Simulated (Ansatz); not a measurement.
C6H15In, charge +1, doublet, at a GFN2-xTB geometry (such geometries of metal compounds can be far from the true shape) (a state made from the parent by changing its charge; the spin is typed, not shown lowest) (core potentials on In); Ansatz (a quantum-chemistry and plane-wave program) with LC-WPBE/def2-SVP.

Ansatz was given this input:
Ansatz 0.2 input:
```yaml
crystal:
  periodic: [false, false, false]
  atoms:
    - {symbol: In, position_ang: [-0.02874802, -0.04977829, 0.03511091]}
    - {symbol: C, position_ang: [2.10669926, -0.45384467, -1.02457062]}
    - {symbol: C, position_ang: [2.52251289, 0.80865103, -1.70928484]}
    - {symbol: H, position_ang: [1.89949468, -1.28359973, -1.69786908]}
    - {symbol: H, position_ang: [2.74661169, -0.74701202, -0.19430849]}
    - {symbol: H, position_ang: [2.65391045, 1.63326539, -1.00542188]}
    - {symbol: H, position_ang: [1.81809585, 1.10335824, -2.49004613]}
    - {symbol: H, position_ang: [3.49098120, 0.64390372, -2.19568655]}
    - {symbol: C, position_ang: [-0.16390143, -2.33583900, 0.91534692]}
    - {symbol: C, position_ang: [-1.45387168, -2.37601930, 1.65900965]}
    - {symbol: H, position_ang: [0.72853243, -2.42156468, 1.52981043]}
    - {symbol: H, position_ang: [-0.12496081, -2.95201000, 0.02082101]}
    - {symbol: H, position_ang: [-2.31123828, -2.19394850, 1.00662839]}
    - {symbol: H, position_ang: [-1.47047532, -1.67074242, 2.49336663]}
    - {symbol: H, position_ang: [-1.58572028, -3.37799696, 2.08618684]}
    - {symbol: C, position_ang: [-1.61043842, 1.62297489, 0.33793019]}
    - {symbol: C, position_ang: [-1.20923986, 2.90570265, -0.35402553]}
    - {symbol: H, position_ang: [-1.68880115, 1.74065230, 1.41977377]}
    - {symbol: H, position_ang: [-2.53655081, 1.20671549, -0.06135515]}
    - {symbol: H, position_ang: [-1.11265936, 2.76797283, -1.43284147]}
    - {symbol: H, position_ang: [-0.26996911, 3.29897102, 0.03999852]}
    - {symbol: H, position_ang: [-1.97916267, 3.66141813, -0.18592571]}
basis:
  gaussian:
    orbitals: def2-SVP
hamiltonian:
  xc: lc_wpbe
total_charge: 1
magnetization: {spin_polarized: true, initial_magnetization: 1}
```

Output, abridged:

```
Functional definition: LC-wPBE
2134 factors; their error is unknown
705 factors; integrals over basis functions are off by at most 1.6e-5 eV
mean field evaluation 1: about -11614.4904 eV, gradient 4.3e1 eV
mean field evaluation 2: about -11619.7054 eV, gradient 3.1e1 eV
mean field evaluation 4: about -11624.3407 eV, gradient 1.5e0 eV
mean field evaluation 8: about -11624.3905 eV, gradient 1.9e-1 eV
mean field evaluation 16: about -11624.3117 eV, gradient 5.0e-3 eV
mean field -11624.31171468 eV, -427.1855762730 hartree, gradient 5.4e-5 eV, S^2 0.837106; 2 other end points of the search recorded, 0 dependent functions left out
reference -11624.31171469 eV, -427.1855762733 hartree; 36, 35 occupied and 149, 150 virtual orbitals, 2134 factors
Total energy: -11624.31171469 eV, -427.1855762733 hartree
```
